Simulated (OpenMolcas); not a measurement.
Co2+ (d7) on a cation site of an ionic host was computed by CASSCF with the d shell active (OpenMolcas, ANO-RCC-VDZP on the metal). Its lowest spin-free states, and all those of the highest spin:

```
2S+1  Degeneracy  E (cm-1)
   4           3       0.0
   4           3      4709
   4           1     10352
   2           2     16558
   2           3     20046
   2           3     20106
   4           3     22124
   2           1     22944
   2           3     25659
   2           3     27588
   2           3     27818
   2           2     29611
```

Task: Is the site octahedral, tetrahedral or cube-like, axial, or of lower symmetry?

Result: The states with 2S+1 = 4 have orbital degeneracies 3, 3, 1, 3. Threefold states need a cubic site. For d7 at this spin an octahedron puts the threefold T1 below the threefold T2 and a tetrahedron or cube puts the single A2 below the threefold T2, so the site is octahedral. The run had Co2+ with its 6 nearest fluoride ions at 2.128 Å, on the Ca site of CsCaF3 (a = 4.526 Å, distance in the model lattice 2.263 Å). The rest of the host is ab initio model potentials to 7.6 Å, with orthogonalisation functions on the cations behind the ligands, and point charges beyond; the distance is set by hand and nothing relaxes. Ligand basis ANO-RCC-VDZP.

An orbital triplet at a regular site is open to Jahn-Teller coupling, which can distort the site and quench the lowest spin-orbit gaps and is left out. Without dynamic correlation the repulsion within the d shell is too large (B by tens of per cent), so at a given field states of lower spin stand too high. Ligand-to-metal charge-transfer states are missing. With no ligand orbital active B as a rule stays too high, so bands that hang on it stand too high and its fall with covalency is understated. With metal d orbitals alone and no dynamic correlation 10Dq can be off by a tenth to a fifth, either way, in oxide and fluoride hosts. No measured value stands beside these numbers; the geometry was set by hand and not optimised.
